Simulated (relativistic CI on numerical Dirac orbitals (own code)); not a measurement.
**Line list: Electric-dipole lines, F7+**

Method of calculation: Dirac-Coulomb-Breit CI, KLI orbitals optimised for each configuration, a model potential for QED, unscaled Slater integrals (own radial code, finite nucleus).

CI space: 1s², 1s2s, 1s2p, 1s3s, 1s3p, 1s3d, 1s4s, 1s4p, 1s4d, 1s4f, 1s5s, 1s5p, 1s5d, 1s5f, 1s5g, 1s6s, 1s6p, 1s6d. Levels of other configurations are missing.

| λ vac (Å) | Lower | Upper | A (s⁻¹) | E lower (Ry) | E upper (Ry) |
| --- | --- | --- | --- | --- | --- |
| 16.823 | 1s² ¹S0 [1] | 1s2p ¹P°1 [7] | 5.79e+12 | 0.0000 | 54.1679 |
| 73.925 | 1s2p ³P°2 [5] | 1s4d ³D3 [25] | 9.01e+10 | 53.6876 | 66.0146 |
| 76.904 | 1s2p ¹P°1 [7] | 1s4d ¹D2 [30] | 8.28e+10 | 54.1679 | 66.0173 |
| 93.266 | 1s2s ³S1 [2] | 1s3p ³P°2 [11] | 8.82e+10 | 53.0403 | 62.8109 |
| 93.290 | 1s2s ³S1 [2] | 1s3p ³P°1 [10] | 8.85e+10 | 53.0403 | 62.8084 |
| 98.600 | 1s2s ¹S0 [6] | 1s3p ¹P°1 [17] | 8.67e+10 | 53.7085 | 62.9506 |
| 98.802 | 1s2p ³P°0 [3] | 1s3d ³D1 [13] | 1.52e+11 | 53.6777 | 62.9009 |
| 98.814 | 1s2p ³P°1 [4] | 1s3d ³D2 [14] | 2.02e+11 | 53.6790 | 62.9010 |
| 98.816 | 1s2p ³P°1 [4] | 1s3d ³D1 [13] | 1.14e+11 | 53.6790 | 62.9009 |
| 98.898 | 1s2p ³P°2 [5] | 1s3d ³D3 [15] | 2.74e+11 | 53.6876 | 62.9018 |
| 98.907 | 1s2p ³P°2 [5] | 1s3d ³D2 [14] | 6.70e+10 | 53.6876 | 62.9010 |
| 104.28 | 1s2p ¹P°1 [7] | 1s3d ¹D2 [16] | 2.56e+11 | 54.1679 | 62.9068 |
| 196.20 | 1s3p ³P°2 [11] | 1s5d ³D3 [39] | 1.41e+10 | 62.8109 | 67.4555 |
| 200.04 | 1s3d ³D2 [14] | 1s5f ³F°3 [40] | 1.28e+10 | 62.9010 | 67.4564 |
| 200.07 | 1s3d ³D3 [15] | 1s5f ³F°4 [42] | 1.87e+10 | 62.9018 | 67.4566 |
| 200.28 | 1s3d ¹D2 [16] | 1s5f ¹F°3 [45] | 1.40e+10 | 62.9068 | 67.4566 |
| 272.57 | 1s3s ³S1 [8] | 1s4p ³P°2 [21] | 1.14e+10 | 62.6339 | 65.9772 |
| 284.22 | 1s3p ³P°0 [9] | 1s4d ³D1 [23] | 1.58e+10 | 62.8080 | 66.0142 |
| 284.25 | 1s3p ³P°1 [10] | 1s4d ³D2 [24] | 2.12e+10 | 62.8084 | 66.0142 |
| 284.45 | 1s3p ³P°2 [11] | 1s4d ³D3 [25] | 2.85e+10 | 62.8109 | 66.0146 |
| 292.48 | 1s3d ³D2 [14] | 1s4f ¹F°3 [29] | 1.27e+10 | 62.9010 | 66.0166 |
| 292.50 | 1s3d ³D1 [13] | 1s4f ³F°2 [27] | 4.75e+10 | 62.9009 | 66.0164 |
| 292.51 | 1s3d ³D2 [14] | 1s4f ³F°2 [27] | 8.61e+09 | 62.9010 | 66.0164 |
| 292.52 | 1s3d ³D2 [14] | 1s4f ³F°3 [26] | 3.77e+10 | 62.9010 | 66.0163 |
| 292.57 | 1s3d ³D3 [15] | 1s4f ³F°4 [28] | 5.65e+10 | 62.9018 | 66.0166 |
| 293.02 | 1s3d ¹D2 [16] | 1s4f ¹F°3 [29] | 4.13e+10 | 62.9068 | 66.0166 |
| 293.06 | 1s3d ¹D2 [16] | 1s4f ³F°3 [26] | 1.51e+10 | 62.9068 | 66.0163 |
| 297.15 | 1s3p ¹P°1 [17] | 1s4d ¹D2 [30] | 2.88e+10 | 62.9506 | 66.0173 |
| 594.76 | 1s4s ³S1 [18] | 1s5p ³P°2 [35] | 2.65e+09 | 65.9045 | 67.4366 |
| 616.05 | 1s4p ³P°1 [20] | 1s5d ³D2 [38] | 4.37e+09 | 65.9761 | 67.4553 |
| 616.41 | 1s4p ³P°2 [21] | 1s5d ³D3 [39] | 5.87e+09 | 65.9772 | 67.4555 |
| 631.78 | 1s4d ³D2 [24] | 1s5f ¹F°3 [45] | 2.43e+09 | 66.0142 | 67.4566 |
| 631.81 | 1s4d ³D1 [23] | 1s5f ³F°2 [41] | 8.90e+09 | 66.0142 | 67.4565 |
| 631.86 | 1s4d ³D2 [24] | 1s5f ³F°3 [40] | 7.00e+09 | 66.0142 | 67.4564 |
| 631.94 | 1s4d ³D3 [25] | 1s5f ³F°4 [42] | 1.06e+10 | 66.0146 | 67.4566 |
| 632.69 | 1s4f ³F°3 [26] | 1s5g ³G4 [43] | 1.67e+10 | 66.0163 | 67.4566 |
| 632.71 | 1s4f ³F°2 [27] | 1s5g ³G3 [44] | 1.60e+10 | 66.0164 | 67.4566 |
| 632.77 | 1s4f ³F°4 [28] | 1s5g ³G5 [46] | 1.74e+10 | 66.0166 | 67.4567 |
| 632.80 | 1s4f ¹F°3 [29] | 1s5g ¹G4 [47] | 1.69e+10 | 66.0166 | 67.4567 |
| 633.12 | 1s4d ¹D2 [30] | 1s5f ¹F°3 [45] | 7.72e+09 | 66.0173 | 67.4566 |
| 633.20 | 1s4d ¹D2 [30] | 1s5f ³F°3 [40] | 2.86e+09 | 66.0173 | 67.4564 |
| 641.54 | 1s4p ¹P°1 [31] | 1s5d ¹D2 [48] | 6.19e+09 | 66.0366 | 67.4571 |
| 1136.2 | 1s5p ³P°1 [34] | 1s6d ³D2 [56] | 1.30e+09 | 67.4361 | 68.2381 |
| 1136.8 | 1s5p ³P°2 [35] | 1s6d ³D3 [57] | 1.74e+09 | 67.4366 | 68.2382 |
| 1180.6 | 1s5p ¹P°1 [49] | 1s6d ¹D2 [58] | 1.92e+09 | 67.4673 | 68.2392 |

Terms are leading LS components. Brackets give the number of a level in order of energy, since labels repeat. The list gives strong lines, with weight on those to low levels, without lines whose two gauges differ by over a factor of 2.5. Levels whose partners in the same complex of configurations lie outside the list can be far off, and so can their lines. Rates are taken at the computed energies, electric ones in the length gauge.
